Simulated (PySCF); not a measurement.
# What a mistake does to a calculation on BGeH2O2 anion

These are calculations, not measurements. The program is PySCF 2.14.0, an open-source quantum chemistry code, run on an isolated molecule that a program drew, which may never have been made. The molecule is BGeH2O2 anion (charge -1, singlet), drawn as the SMILES string `[BH2][Ge](=[O])[O-]`.

Each row is a Hartree-Fock (HF) and frozen-core CCSD(T) single point in the aug-cc-pVDZ basis, meant for a local HF minimum. Run 1 is clean. Each other run has one planted mistake out of seven kinds, and not every kind appears here: one electron removed, one electron added, multiplicity raised by two, geometry at a saddle point, minimal basis STO-3G, one bond length entered in bohr, all coordinates scaled. The reference is restricted for singlets and unrestricted otherwise, and also for a bond in bohr. Adding or removing an electron swaps singlet and doublet. Electrons count all cores. HOMO and LUMO are orbital energies over both spins, the gradient is its largest component, and the lowest frequency (negative if imaginary) is given only where the gradient is small. Bond lengths are over the 5 bonds as drawn. T1 is the CCSD diagnostic: over 0.02 (restricted) or 0.045 (unrestricted) a single reference is doubtful. Germanium has the aug-cc-pVDZ-PP basis, with a core potential (ECP10MDF) in place of its 10 inner electrons, and its 3s, 3p and 3d shells are frozen in CCSD(T).

Geometry of the clean run:
```xyz
6
BGeH2O2 anion, angstrom
B     0.7211   -2.0344   -1.6427
Ge    2.2743   -0.9073   -2.4803
O     2.5623    0.5219   -1.6813
O     2.9701   -1.6227   -3.8100
H    -0.4245   -1.9068   -1.9934
H     0.9159   -2.8520   -0.7794
```

| run | electrons | basis functions | <S^2> | HOMO (eV) | LUMO (eV) | gradient (hartree/bohr) | lowest frequency (cm^-1) | mean bond (Å) | longest bond (Å) | T1 | HF (hartree) | CCSD(T) (hartree) | mistake |
|---|---|---|---|---|---|---|---|---|---|---|---|---|---|
| 1 | 56 | 119 | 0.000 | -5.16 | 3.40 | 1.9e-05 | 123 | 1.5657 | 2.094 | 0.0296 | -468.94471 | -469.59077 | no fault |
| 2 | 56 | 119 | 0.616 | -5.20 | 3.42 | 1.8e-02 | - | 1.7801 | 2.277 | 0.0650 | -468.83157 | -469.48262 | one bond length entered in bohr |
| 3 | 55 | 119 | 0.763 | -11.35 | -0.46 | 9.3e-02 | - | 1.5657 | 2.094 | 0.0456 | -468.86093 | -469.44628 | ? |
| 4 | 56 | 119 | 0.000 | -5.25 | 3.38 | 4.4e-02 | - | 1.6299 | 2.180 | 0.0319 | -468.93399 | -469.59271 | ? |

**Which mistake was planted in run 3, and what did it cost?**

It counts 55 electrons, one fewer than the clean run, at the same geometry and basis. So the mistake is: one electron removed. Subtracting run 1 and multiplying by 627.51 kcal/mol a hartree, the energy moved by 52.6 kcal/mol in HF and 90.7 kcal/mol in CCSD(T).

**Which mistake was planted in run 4, and what did it cost?**

The mean and the longest bond both change by the same factor, 1.041, and the gradient is no longer small. So the mistake is: all coordinates scaled. Subtracting run 1 and multiplying by 627.51 kcal/mol a hartree, the energy moved by 6.7 kcal/mol in HF and -1.2 kcal/mol in CCSD(T).

Cautions from the logs. Run 1: T1 is over the limit, so its CCSD(T) energy is less reliable; run 2: T1 is over the limit, so its CCSD(T) energy is less reliable; run 3: T1 is over the limit, so its CCSD(T) energy is less reliable; run 4: T1 is over the limit, so its CCSD(T) energy is less reliable.
